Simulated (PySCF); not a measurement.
## From computed data to an observable: chemical shift, span and skew from a shielding tensor

H₇Si₃, SMILES [SiH2]([SiH3])[SiH2] (connectivity only; charge and spin as stated), charge +1, multiplicity 1. Atoms are numbered in the order given.

```xyz
10

Si     0.4721     1.8355     0.0000
Si    -1.0228     0.0648     0.0000
Si     0.4955    -1.8105     0.0000
H      1.0967     2.3793     1.2335
H      1.0967     2.3793    -1.2335
H     -1.8053     0.1849    -1.2566
H     -1.8053     0.1849     1.2566
H     -0.4358    -2.9680     0.0000
H      1.3136    -1.7089    -1.2338
H      1.3136    -1.7089     1.2338
```
Charge +1, spin multiplicity 1.

The structure is a stationary point at B3LYP-D3(BJ)/def2-SVP. The spin state was assumed, not searched. The isomer is the one that the SMILES or the coordinates give; other isomers of the formula were not compared.

GIAO shieldings from PBE/pcSseg-1 in PySCF, non-relativistic, no solvent. The symmetric part of the tensor of Si3 has the principal values 403.8, 444.1, 459.1 ppm. The same nucleus in TMS has σ = 335.4 ppm at this level (PySCF, at its B3LYP-D3(BJ)/def2-TZVP geometry).

Problem. Work out the isotropic shielding, the ²⁹Si shift against TMS, the span and the skew.

Solution. 
σ(iso) = (σ11 + σ22 + σ33)/3 = 435.7 ppm. δ = σ(ref) − σ(iso) = 335.4 − (435.7) = -100.3 ppm.
Span Ω = σ33 − σ11 = 55.3 ppm. Skew κ = 3(σ(iso) − σ22)/Ω = -0.46. Tumbling in solution averages the tensor to δ; in a static solid the shielding alone would spread this spin-1/2 line over Ω.
